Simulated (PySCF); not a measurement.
A series of related molecules.

All values: CAM-B3LYP/def2-SVPD (PySCF) at GFN2-xTB geometries, gas phase, one conformer each. Core orbitals are frozen in the response; Δα² is half the sum of the squared differences of the principal polarisabilities.

**Question.** Rank by HOMO energy, highest first.
A. `C[Si@H]1C[SiH2][SiH2][SiH2]1`
B. `N(=C)[Si@@H]1[SiH2][SiH2][SiH2]C1`
C. `C1[SiH2][SiH2][SiH2][SiH2]1`

**Answer.** B (-8.43 eV), A (-8.81 eV), C (-8.97 eV).

**Question.** Rank by HOMO–LUMO gap, lowest first.
A. `S[Si@H]1C[SiH2][SiH2][SiH2]1`
B. `O=C[Si@@H]1C[SiH2][SiH2][SiH2]1`
C. `C[Si@H]1C[SiH2][SiH2][SiH2]1`
D. `C1[SiH2][SiH2][SiH2][SiH2]1`

**Answer.** B (7.68 eV), A (8.48 eV), C (8.92 eV), D (9.05 eV).

All values together:

```json
{"SMILES": "C1[SiH2][SiH2][SiH2][SiH2]1", "change": "parent", "formula": "CH10Si4", "μ (D)": "0.47", "HOMO (eV)": "-8.97", "LUMO (eV)": "0.08", "α (Å³)": "18.29", "Δα (Å³)": "5.36", "electrons": "72", "α per electron (Å³)": "0.254"}
{"SMILES": "C=N[Si@H]1C[SiH2][SiH2][SiH2]1", "change": "H on Si replaced by N=CH2", "formula": "C2H11NSi4", "μ (D)": "1.74", "HOMO (eV)": "-8.43", "LUMO (eV)": "0.00", "α (Å³)": "21.36", "Δα (Å³)": "8.19", "electrons": "86", "α per electron (Å³)": "0.248"}
{"SMILES": "C[Si@H]1C[SiH2][SiH2][SiH2]1", "change": "H on Si replaced by CH3", "formula": "C2H12Si4", "μ (D)": "1.06", "HOMO (eV)": "-8.81", "LUMO (eV)": "0.11", "α (Å³)": "20.13", "Δα (Å³)": "6.17", "electrons": "80", "α per electron (Å³)": "0.252"}
{"SMILES": "S[Si@H]1C[SiH2][SiH2][SiH2]1", "change": "H on Si replaced by SH", "formula": "CH10SSi4", "μ (D)": "1.79", "HOMO (eV)": "-8.49", "LUMO (eV)": "-0.01", "α (Å³)": "21.18", "Δα (Å³)": "4.46", "electrons": "88", "α per electron (Å³)": "0.241"}
{"SMILES": "O=C[Si@@H]1C[SiH2][SiH2][SiH2]1", "change": "H on Si replaced by CHO", "formula": "C2H10OSi4", "μ (D)": "2.28", "HOMO (eV)": "-8.36", "LUMO (eV)": "-0.67", "α (Å³)": "20.10", "Δα (Å³)": "4.16", "electrons": "86", "α per electron (Å³)": "0.234"}
```

Conformers: `[CH2:1]1[SiH2:2][SiH2:3][SiH2:4][SiH2:5]1` with Si5–C1–Si2–Si3 -38°, C1–Si2–Si3–Si4 20°, Si2–Si3–Si4–Si5 0°, Si3–Si4–Si5–C1 -19°; `[CH2:1]=[N:2][Si@H:3]1[CH2:4][SiH2:5][SiH2:6][SiH2:7]1` with C1–N2–Si3–C4 131°, N2–Si3–C4–Si5 144°, Si3–C4–Si5–Si6 -34°, C4–Si5–Si6–Si7 20°, Si5–Si6–Si7–Si3 -3°; `[CH3:1][Si@H:2]1[CH2:3][SiH2:4][SiH2:5][SiH2:6]1` with C1–Si2–C3–Si4 160°, Si2–C3–Si4–Si5 -37°, C3–Si4–Si5–Si6 18°, Si4–Si5–Si6–Si2 1°; `[SH:1][Si@H:2]1[CH2:3][SiH2:4][SiH2:5][SiH2:6]1` with H–S1–Si2–C3 48°, S1–Si2–C3–Si4 73°, Si2–C3–Si4–Si5 38°, C3–Si4–Si5–Si6 -18°, Si4–Si5–Si6–Si2 -2°; `[O:1]=[CH:2][Si@@H:3]1[CH2:4][SiH2:5][SiH2:6][SiH2:7]1` with O1–C2–Si3–C4 51°, C2–Si3–C4–Si5 -55°, Si3–C4–Si5–Si6 -35°, C4–Si5–Si6–Si7 8°, Si5–Si6–Si7–Si3 15°.

**Question.** Give the shifts from the parent, `C1[SiH2][SiH2][SiH2][SiH2]1`.

**Answer.** 
```csv
SMILES,change in μ (D),change in HOMO (eV),change in LUMO (eV),change in mean α (Å³)
C=N[Si@H]1C[SiH2][SiH2][SiH2]1,+1.27,+0.54,-0.08,+3.07
C[Si@H]1C[SiH2][SiH2][SiH2]1,+0.59,+0.16,+0.03,+1.84
S[Si@H]1C[SiH2][SiH2][SiH2]1,+1.32,+0.48,-0.09,+2.89
O=C[Si@@H]1C[SiH2][SiH2][SiH2]1,+1.81,+0.61,-0.75,+1.81
```
